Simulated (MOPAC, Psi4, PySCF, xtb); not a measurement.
Conformational energy of C₄H₁₄SSi₂, SMILES C[Si]([SiH2]SC)(C)C. Scanned: dihedral C1–S2–Si3–Si4; all other coordinates were relaxed at GFN2-xTB. Points at φ and −φ are mirror images. Heavy atoms are numbered in the order of the SMILES CS[SiH2][Si](C)(C)C, hydrogens after them in the order of the atoms that carry them; the mirror image has the same energies with the sign of each dihedral reversed.

- PM3, restricted, heats of formation // GFN2-xTB (MOPAC)
- RHF/LANL2DZ = restricted Hartree-Fock/LANL2DZ, with its core potentials past Ne // GFN2-xTB (PySCF)
- GFN1-xTB // GFN2-xTB (xtb)
- PBE-D3(BJ)/def2-SVP // GFN2-xTB (Psi4)

Energies relative to the lowest point of each profile, in kcal/mol; the last columns give the difference from PBE-D3(BJ):

```
φ / °  PM3  RHF/LANL2DZ  GFN1-xTB  PBE-D3(BJ)/def2-SVP  PM3 − PBE-D3(BJ)/def2-SVP  RHF/LANL2DZ − PBE-D3(BJ)/def2-SVP  GFN1-xTB − PBE-D3(BJ)/def2-SVP
-----  ---  -----------  --------  -------------------  -------------------------  ---------------------------------  ------------------------------
-160   1.2          0.2       0.4                  0.3                        0.9                               -0.1                             0.1
-140   1.2          0.6       1.1                  1.1                        0.1                               -0.4                             0.0
-120   1.0          1.0       1.7                  1.5                       -0.5                               -0.5                             0.2
-100   0.6          1.0       1.5                  0.9                       -0.3                                0.1                             0.6
-80    0.1          1.2       0.7                  0.2                       -0.1                                1.0                             0.5
-60    0.1          1.8       0.2                  0.2                       -0.1                                1.5                            -0.1
-40    0.0          2.2       0.0                  0.7                       -0.7                                1.5                            -0.7
-20    0.2          2.8       0.3                  1.7                       -1.6                                1.1                            -1.4
0      0.3          3.2       0.6                  2.4                       -2.0                                0.9                            -1.7
20     0.2          2.8       0.3                  1.7                       -1.6                                1.1                            -1.4
40     0.0          2.2       0.0                  0.7                       -0.7                                1.5                            -0.7
60     0.1          1.8       0.2                  0.2                       -0.1                                1.5                            -0.1
80     0.1          1.2       0.7                  0.2                       -0.1                                1.0                             0.5
100    0.6          1.0       1.5                  0.9                       -0.3                                0.1                             0.6
120    1.0          1.0       1.7                  1.5                       -0.5                               -0.5                             0.2
140    1.2          0.6       1.1                  1.1                        0.1                               -0.4                             0.0
160    1.2          0.2       0.4                  0.3                        0.9                               -0.1                             0.1
180    1.1          0.0       0.1                  0.0                        1.1                                0.0                             0.1
```

PM3 is furthest from PBE-D3(BJ)/def2-SVP at 0 (-2.0 kcal/mol, below); its mean absolute difference over the points is 0.6 kcal/mol.

RHF/LANL2DZ is furthest from PBE-D3(BJ)/def2-SVP at -60 (1.5 kcal/mol, above); its mean absolute difference over the points is 0.7 kcal/mol.

GFN1-xTB is furthest from PBE-D3(BJ)/def2-SVP at 0 (-1.7 kcal/mol, below); its mean absolute difference over the points is 0.5 kcal/mol.
